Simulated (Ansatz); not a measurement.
`BC[SiH2]S`, charge 0, multiplicity 1.

Q: Give a relaxed structure at PBE0-D4/def2-TZVP (the Gaussian-basis code of Ansatz). (An estimate is asked.)

A: Ansatz gave: 
Z-matrix (Å, degrees):
```
C
Si 1 1.889
B 1 1.535 2 108.0
H 1 1.095 2 103.9 3 -121.6
H 1 1.094 2 104.4 3 122.7
S 2 2.139 1 111.6 3 -173.6
H 2 1.483 1 111.5 3 -58.0
H 2 1.485 1 109.7 3 63.8
H 3 1.198 1 120.6 2 90.2
H 3 1.198 1 120.7 2 -86.1
H 6 1.344 2 94.8 1 -64.3
```
This is one stationary point; other conformers may exist.
